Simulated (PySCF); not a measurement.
# Spin-rotation constants: `CO[C@@H]1CO[C@H](C)C1`, C₆H₁₂O₂

Molfile (atoms numbered from 1):
```
C6H12O2
     RDKit          3D

 20 20  0  0  0  0  0  0  0  0999 V2000
   -2.5471   -0.1689   -0.8563 C   0  0  0  0  0  0  0  0  0  0  0  0
   -1.1968   -0.5400   -0.7570 O   0  0  0  0  0  0  0  0  0  0  0  0
   -0.6613   -0.4298    0.5446 C   0  0  2  0  0  0  0  0  0  0  0  0
   -0.3128    1.0319    0.9269 C   0  0  0  0  0  0  0  0  0  0  0  0
    1.0539    1.0606    1.2675 O   0  0  0  0  0  0  0  0  0  0  0  0
    1.7040    0.0133    0.5656 C   0  0  2  0  0  0  0  0  0  0  0  0
    2.0631    0.4123   -0.8656 C   0  0  0  0  0  0  0  0  0  0  0  0
    0.6964   -1.1443    0.5912 C   0  0  0  0  0  0  0  0  0  0  0  0
   -2.8374   -0.3441   -1.8904 H   0  0  0  0  0  0  0  0  0  0  0  0
   -2.7012    0.8877   -0.6091 H   0  0  0  0  0  0  0  0  0  0  0  0
   -3.1727   -0.7790   -0.1924 H   0  0  0  0  0  0  0  0  0  0  0  0
   -1.3718   -0.8647    1.2626 H   0  0  0  0  0  0  0  0  0  0  0  0
   -0.8740    1.3963    1.7899 H   0  0  0  0  0  0  0  0  0  0  0  0
   -0.5109    1.6863    0.0664 H   0  0  0  0  0  0  0  0  0  0  0  0
    2.6146   -0.2074    1.1309 H   0  0  0  0  0  0  0  0  0  0  0  0
    2.5947    1.3607   -0.8613 H   0  0  0  0  0  0  0  0  0  0  0  0
    1.1608    0.5096   -1.4636 H   0  0  0  0  0  0  0  0  0  0  0  0
    2.6985   -0.3482   -1.3112 H   0  0  0  0  0  0  0  0  0  0  0  0
    0.7903   -1.7165    1.5125 H   0  0  0  0  0  0  0  0  0  0  0  0
    0.8045   -1.8052   -0.2646 H   0  0  0  0  0  0  0  0  0  0  0  0
  1  2  1  0
  2  3  1  0
  3  4  1  0
  4  5  1  0
  5  6  1  0
  6  7  1  0
  6  8  1  0
  8  3  1  0
  1  9  1  0
  1 10  1  0
  1 11  1  0
  3 12  1  1
  4 13  1  0
  4 14  1  0
  6 15  1  1
  7 16  1  0
  7 17  1  0
  7 18  1  0
  8 19  1  0
  8 20  1  0
M  END
```

Level of theory: PySCF 2.14.0, GIAO PBE/pcSseg-1 magnetisability, rotational g tensor and spin-rotation constants, non-relativistic, gas phase. Geometry: GFN2-xTB.

(1) Give the nuclear spin-rotation constants along the inertial axes (H = +C I·J) beside the isotropic shieldings.

(2) How do the rotational constants and the g tensor change when H9, H10, H11, H12, H13, H14, H15, H16, H17, H18, H19, H20 are replaced by deuterium?

Answers

(1) Rotational constants 3.5871, 1.4753, 1.3538 GHz. A star marks the isotopologue with that one atom substituted, in its own axes.
```csv
atom,isotope,Caa (kHz),Cbb (kHz),Ccc (kHz),mean (kHz),σ (ppm)
H9,1H,-0.242,-0.013,-0.104,-0.120,27.8
H10,1H,-0.371,-0.027,-0.052,-0.150,28.3
H11,1H,-0.241,-0.137,-0.004,-0.127,28.4
H12,1H,-0.169,-0.110,-0.033,-0.104,27.6
H13,1H,-0.372,0.089,-0.129,-0.137,27.2
H14,1H,-0.364,-0.130,0.068,-0.142,27.3
H15,1H,0.147,-0.161,-0.090,-0.034,27.1
H16,1H,-0.220,-0.149,-0.049,-0.139,30.6
H17,1H,0.019,-0.156,-0.112,-0.083,29.8
H18,1H,-0.365,-0.005,-0.135,-0.168,30.9
H19,1H,-0.386,-0.135,0.030,-0.164,29.3
H20,1H,-0.380,0.054,-0.162,-0.163,29.9
C1,13C*,0.575,0.354,0.318,0.416,120.6
O2,17O*,-0.547,-0.109,-0.139,-0.265,262.8
C3,13C*,0.858,0.377,0.376,0.537,92.5
C4,13C*,0.681,0.416,0.340,0.479,103.2
O5,17O*,-0.455,-0.151,-0.198,-0.268,243.8
C6,13C*,0.996,0.300,0.345,0.547,100.1
C7,13C*,0.643,0.217,0.183,0.348,160.6
C8,13C*,0.606,0.267,0.303,0.392,136.5
```
For the geometry as given, no vibrational averaging.

(2) Constants 2.8595, 1.2317, 1.1464 GHz; g -0.0133, -0.0052, -0.0074, against -0.0163, -0.0065, -0.0086 before.
